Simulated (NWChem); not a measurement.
# Total energies of Cl2Pb

```
Pb
Cl 1 2.5049
Cl 1 2.5049 2 101.25
```
Charge 0, spin multiplicity 1.

All runs are NWChem calculations. Structure: optimised with B3LYP/def2-SVP with def2 effective core potentials on Pb, a minimum by its harmonic frequencies.

Basis set: def2-SVP (62 functions).

```csv
method,total energy (Ha)
RHF,-1110.65264
MP2,-1110.99658
B2PLYP,-1112.47446
PBE,-1112.74752
B3LYP,-1113.18765
PBE0,-1112.78892
CCSD(T),-1111.03741
```

Total energies of different functionals aren't comparable as a measure of quality: only differences taken within one method are. 

Effective core potentials replace the inner electrons of Pb; spin-orbit coupling is left out. The correlated methods keep 14 core orbitals frozen. B3LYP has NWChem's definition, with VWN1-RPA local correlation. The structure started from a generated list of species. No row is a measurement; the coupled-cluster row has its own basis-set and correlation limits.
